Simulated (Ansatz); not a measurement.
## Worked example: C2H2F3I + C3H8O → C2H3F3O + C3H7I

Species: C2H2F3I (1,1,1-trifluoro-2-iodoethane) `FC(F)(F)CI`, singlet; C3H8O (1-propanol) `CCCO`, singlet; C2H3F3O (2,2,2-trifluoroethanol) `OCC(F)(F)F`, singlet; C3H7I (1-iodopropane) `CCCI`, singlet. The partners trade I for OH; both sit on C, so the bond types are kept.

Shapes, held fixed at every level: PBE0-D4/def2-TZVP. Flexible molecules stand in one conformer, not always the lowest. Programs: Ansatz 0.2.0. Electronic energies: no zero-point or thermal term.

At CCSD(T)/def2-TZVPP; 1 Eh = 2625.50 kJ/mol:

| species | energy (Eh) |
| --- | --- |
| C2H2F3I | -673.650271 |
| C3H8O | -194.040333 |
| C2H3F3O | -452.237847 |
| C3H7I | -415.458076 |

Task: Work out ΔE of the reaction at this level.

Result: 
1. Products less reactants: (-452.237847) + (-415.458076) − [(-673.650271) + (-194.040333)] = -0.005319 Eh = -14.0 kJ/mol.

Other levels give -15.6 (MP2/def2-TZVPP) to -12.6 kJ/mol (wB97X-V/def2-TZVPP). No measured value is set beside it here. For atoms past krypton def2 sets carry core potentials with scalar relativity. Outer-core shells of I are correlated in most correlated rows, in sets that cover them unevenly.
